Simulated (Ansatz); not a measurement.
`[CH3][Ge]([CH3])([F])[F]` → `CF` + `[CH3][Ge][F]` at 400 K and 1 bar (germylene formation by 1,1-elimination).

Isolated molecules relaxed with PBE0-D4/def2-TZVP in Ansatz; ΔE leaves out vibrations. CCSD(T)/CBS adds triple-zeta CCSD(T) − MP2 to the extrapolated MP2 energy (def2 sets, frozen cores). This one scheme is used for every species. For Ge outer-core shells are correlated without core-valence functions, which leaves a few kJ/mol of doubt a bond. Scalar relativity is left out up to krypton.

```tsv
species	CCSD(T)/CBS energy (Eh)	H − E (kJ/mol)	S (J/(mol·K))
`[CH3][Ge]([CH3])([F])[F]`	-2355.52488	241.1	398.0
`CF`	-139.63461	117.5	234.3
`[CH3][Ge][F]`	-2215.78112	118.9	321.3
```

H − E and S are ideal-gas, rigid-rotor, harmonic terms from PBE0-D4/def2-TZVP. 1 Eh = 2625.50 kJ/mol, R = 8.31446 J/(mol·K).

Q: By hand: ΔE, ΔH, ΔS and ΔG.

A: ΔE = (-139.63461) + (-2215.78112) − (-2355.52488) = 0.10915 Eh = 286.6 kJ/mol. Δ(H − E) = 117.5 + 118.9 − 241.1 = -4.7, so ΔH = 281.9 kJ/mol. ΔS = 234.3 + 321.3 − 398.0 = 157.6 J/(mol·K). ΔG = 281.9 − 400 × (157.6)/1000 = 218.9 kJ/mol.

Q: By hand: the equilibrium constant, and the temperature at which ΔG would vanish if ΔH and ΔS stayed fixed.

A: log₁₀ K = −ΔG/(RT ln 10) = -28.6. ΔG = 0 at ΔH/ΔS = 1789 K.

The number of gas molecules changes by +1, which sets the sign of ΔS. A doubt of 5 kJ/mol in ΔE shifts log₁₀ K by 0.7 here. These are equilibria of isolated gas molecules and say nothing of rates. Largest T1 diagnostic: 0.013 (customary marks: 0.02 for closed shells, 0.045 for open ones).
